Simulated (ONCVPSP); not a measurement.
**B (Z = 5): one change to an ONCV potential, before and after**

- Element: boron (B)
- Generator: ONCVPSP 4.0.1
- Type: optimised norm-conserving Vanderbilt (ONCV)
- Functional: PBE
- Relativity: scalar-relativistic
- Frozen core: [He]
- Valence charge: 3
- Reference configuration: 2s2 2p1
- Partial waves: 2s: rc 1.20 bohr, ncon 3, nbas 6, qcut 6.7 1/bohr, 2 projectors, debl 3 Ha; 2p: rc 2.75 bohr, ncon 4, nbas 7, qcut 6 1/bohr, 3 projectors, debl 1.9 Ha
- Local potential: polynomial inside 0.95 bohr (lpopt 4, dvloc0 0 Ha)
- Core correction: polynomial model core, fcfact 0.7

All-electron outer shells of the reference configuration (PBE, scalar-relativistic, ld1.x):

```tsv
shell	level (eV)	outermost node (bohr)	outermost maximum (bohr)
1s	-180.59	–	0.21
2s	-9.44	0.46	1.52
2p	-3.61	–	1.57
```

Change: all radii but the core radius scaled by about 0.83 (s 1.00, p 2.28 bohr); local potential polynomial inside 0.80 bohr (lpopt 4, dvloc0 0 Ha).

Cutoffs: the cutoffs (Ha) at which the residual kinetic energy of the hardest occupied pseudo-wave falls to 1 and 0.1 mHa per electron; they do not see the model core or the augmentation charge, which bear on the density cutoff. Errors are all-electron minus pseudo energies relative to the spin-unpolarised reference configuration.

Q: How do hardness, ghosts and transferability respond?

A: The potential gets neither clearly harder nor softer (13 Ha and 17 Ha → 13 Ha and 131 Ha); the s channel sets the loose cutoff, while the largest relative change is in p, which becomes harder; of the 4 tests that both files solve, the error grows in 0 and shrinks in 4 by more than 15 % and 0.3 meV (median size 35.8 → 19.1 meV); neither file shows a bound ghost. Less of the atom is replaced, so other configurations are described better.

```tsv
quantity	base	changed
cutoff, loose	13 Ha	13 Ha
cutoff, tight	17 Ha	131 Ha
loose cutoff by channel	s 13 Ha, p 8.8 Ha	s 13 Ha, p 10 Ha
bound ghosts	none	none
GHOST(+) flags under 300 eV	none	s at 220.3 eV
error for 2s2 2p0, meV [ΔE 8.22 eV]	+41	+25
error for 2s1 2p0, meV [ΔE 33.64 eV]	+147	+91
error for 2s2 2p0.5, meV [ΔE 2.89 eV]	+5.9	+3.4
error for 2s0 2p3, meV [ΔE 11.72 eV]	-30	-13
rms error of d²Exc/dni dnj with the model core, mHa	1.52	1.40
```
